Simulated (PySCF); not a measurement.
CdSi⁻: frontier orbitals

UHF at R = 2.709 Å; Cd def2-SVPD with ECP28, Si def2-SVPD; scalar-relativistic core potentials (PySCF 2.14). State: ⁴Σ⁻ (quartet), unpaired electrons σ ↑, π ↑↑. Only the outer orbitals are listed, counted within each symmetry, core potentials removing the inner ones.

```csv
spin,orbital,occ.,ε (eV),on Cd (%),main shells (%)
α,7σ,1,-11.74,10,89 Si s
α,8σ,1,-4.35,56,"55 Cd s, 40 Si p"
α,4π,1,-2.47,7,92 Si p
α,4π,1,-2.47,7,92 Si p
α,9σ,1,-1.32,61,"38 Cd p, 34 Si p, 23 Cd s"
α,5π,0,5.65,94,94 Cd p
α,5π,0,5.65,94,94 Cd p
α,10σ,0,6.51,12,"89 Si s, 17 Cd p"
β,7σ,1,-6.80,18,"82 Si s, 15 Cd s"
β,8σ,1,-2.30,82,"83 Cd s, 14 Si s"
β,4π,0,5.32,95,95 Cd p
β,4π,0,5.32,95,95 Cd p
β,9σ,0,5.49,54,"57 Cd p, 23 Si s, 22 Si p"
```

Task: Which are the highest filled and the lowest empty level, where do they sit, and how wide is the gap?

Result: Highest filled α 9σ at -1.32 eV (in %: 38 Cd p, 34 Si p, 23 Cd s); lowest empty β 4π at 5.32 eV (in %: 95 Cd p); the gap at UHF is 6.64 eV. An empty level above zero is unbound, and its energy depends on the basis.

The bond order (Mayer) is 0.70. The ⟨S²⟩ is 3.785. The charge on Cd (Mulliken, basis-dependent) is -0.34. The charge on Cd (Löwdin, basis-dependent) is -0.37. The dipole moment (positive dipole points towards Si; it is taken about the centre of mass and depends on that origin) is -4.05 D and the polarisability along the bond is 216.1 bohr³. The polarisability across the bond is 107.9 bohr³.

Spin–orbit coupling is left out. The state was picked by a PBE0 search and need not be the measured ground state.
